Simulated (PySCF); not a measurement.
Al(Cl)(NHMe)(OH) (CH5AlClNO), SMILES C[NH][Al]([OH])[Cl]. Geometry optimised at PBE0-D3(BJ)/def2-SVP. The structure was generated by enumeration; whether it is a known compound was not checked. Other conformers were not sampled.

The numbers are results of PBE0-D3(BJ)/def2-SVP in PySCF, not measurements.

Harmonic wavenumbers (cm⁻¹): 103, 103, 156, 181, 254, 290, 299, 496, 523, 578, 750, 921, 1083, 1140, 1182, 1391, 1452, 1469, 1496, 3010, 3073, 3139, 3632, 4001. Rotational constants (GHz): 5.156, 1.751, 1.318; symmetry number 1.

Question: Work out the zero-point energy and the ideal-gas rigid-rotor harmonic-oscillator thermochemistry at 298.15 K and 1 atm.

Answer: ZPE = ½ Σ hcν = ½ × 30723 cm⁻¹ = 183.76 kJ/mol. H − E(el) = 206.43 kJ/mol. Entropy in J/(mol K): translation 167.31, rotation 115.87, vibration 78.10, total 361.27. G − E(el) = 98.72 kJ/mol. Cp = 111.25 J/(mol K). Modes under 150 cm⁻¹ make the vibrational entropy uncertain.
